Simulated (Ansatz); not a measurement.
Reaction (cleavage of the B–Si bond): `BCB[SiH2]F` + HCl → `BCBCl` + `F[SiH3]`

Computed with Ansatz on PBE0-D4/def2-TZVP structures; ΔE is electronic, products minus reactants. CBS: MP2 limit from def2 TZ/QZ plus the TZ coupled-cluster correction, frozen cores. This one scheme is used for every species. DFT in def2-TZVPP. HSE06 is defined as in plane-wave codes. Each species was taken in one conformer, which may not be the lowest.

`BCB[SiH2]F`:

```xyz
12

B    -0.406    1.344   -1.629
C    -0.394   -0.088   -1.042
B    -0.500    0.017    0.507
Si    0.855   -0.935    1.642
F     0.628   -0.754    3.223
H     0.560    1.799   -2.170
H    -1.384    2.023   -1.511
H     0.386   -0.752   -1.416
H    -1.402   -0.490   -1.262
H    -1.395    0.660    0.979
H     0.829   -2.397    1.353
H     2.223   -0.429    1.328
```

HCl:

```xyz
2

Cl    0.099    0.627    0.078
H    -0.099   -0.627   -0.078
```

`BCBCl`:

Z-matrix (Å, degrees):
```
C
B 1 1.549
B 1 1.554 2 108.2
H 1 1.089 2 114.0 3 128.9
H 1 1.104 2 103.3 3 -109.9
Cl 2 1.749 1 121.1 3 -111.6
H 2 1.193 1 122.5 3 66.9
H 3 1.197 1 119.8 2 -60.2
H 3 1.196 1 121.2 2 118.9
```

`F[SiH3]`:

```xyz
5

F     0.179   -1.487   -0.434
Si   -0.005    0.039    0.011
H     1.286    0.740   -0.185
H    -0.399    0.063    1.439
H    -1.061    0.646   -0.831
```

| level | ΔE (kJ/mol) |
| --- | --- |
| HSE06-D4 | -116.3 |
| BHLYP | -128.0 |
| CAM-B3LYP | -124.7 |
| LC-ωPBE | -118.3 |

Q: What does CCSD(T)/CBS give? (Estimate.)

A: Ansatz gave: -121.4 kJ/mol. The listed levels differ from it by 5.1, -6.6, -3.3, 3.1 kJ/mol.

Largest T1 diagnostic among the species: 0.013.

From PBE to PBE0 (25 % exact exchange), in def2-TZVPP and without D4, ΔE moves by −3.3 kJ/mol. Leaving LDA and LC-ωPBE aside and taking each functional with its dispersion term where it has one, the values, not all of them listed here, spread over 14.5 kJ/mol, from B2PLYP to revPBE-D4. At CCSD(T), def2-SVP lies −12.8 kJ/mol from the extrapolated value and def2-TZVPP −1.2 kJ/mol.
